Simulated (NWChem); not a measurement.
vinylidene fluoride (C2H2F2); SMILES C=C(F)F

All runs: NWChem. Structure relaxed at the PBE0/def2-SVP level. Total energies compare along this basis series because the functional is fixed.

```tsv
level	basis functions	energy (Ha)	highest occupied level (eV)	orbital gap (eV)	dipole (D)
PBE0/STO-3G	22	-272.9700	-4.47	8.66	0.00
PBE0/def2-SVP	66	-276.5750	-7.62	8.34	1.02
PBE0/def2-SVPD	102	-276.5933	(withheld)	8.14	(withheld)
PBE0/def2-TZVP	136	-276.9048	-7.71	8.20	1.10
PBE0/def2-TZVPD	172	-276.9061	-7.74	8.08	1.17
PBE0/def2-TZVPP	152	-276.9055	-7.71	8.20	1.10
PBE0/def2-QZVP	288	-276.9198	-7.74	8.11	1.15
```

Problem. What belongs in the gaps?

Solution. 
- PBE0/def2-SVPD, highest occupied level (eV): -7.82
- PBE0/def2-SVPD, dipole (D): 1.26
